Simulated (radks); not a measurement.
Initial-state core-level shifts of the molybdenum ion Mo+ when its valence configuration changes from [Kr] 4d5. All-electron calculation, scalar-relativistic Kohn-Sham, PBE, spin-unpolarised, spherical densities, finite nucleus; Fermi nuclear charge, rms radius 4.4091 fm. Program: a radial shooting solver on a logarithmic mesh with Libxc functionals. Shifts are changes of the shell-averaged eigenvalues in eV (positive: less bound); the change of the density at the nucleus, which sets a Mossbauer isomer shift, is in e/bohr^3, on a base of 9.268e+04.

| valence | 1s | 2s | 3p | 4s | density at nucleus |
|---|---|---|---|---|---|
| 4d4 5s1 | -3.359 | -3.589 | -3.524 | -3.264 | +16.430 |
| 4d4.5 5s0.5 | -1.611 | -1.720 | -1.693 | -1.580 | +7.747 |
| 4d4.5 5p0.5 | -2.235 | -2.328 | -2.308 | -2.205 | +0.795 |
| 4d4 5s0.5 5p0.5 | -3.987 | -4.203 | -4.145 | -3.889 | +9.245 |
| 4d3.5 5s1 5p0.5 | -5.861 | -6.216 | -6.106 | -5.661 | +18.663 |
| 4d4 5p1 | -4.603 | -4.806 | -4.755 | -4.503 | +1.817 |
| 4d3 5p2 | -9.666 | -10.145 | -9.989 | -9.293 | +4.531 |
| 4d3 5s2 | -7.224 | -7.739 | -7.560 | -6.888 | +36.822 |
| 4d3 5s1 5p1 | -8.468 | -8.964 | -8.796 | -8.113 | +21.137 |
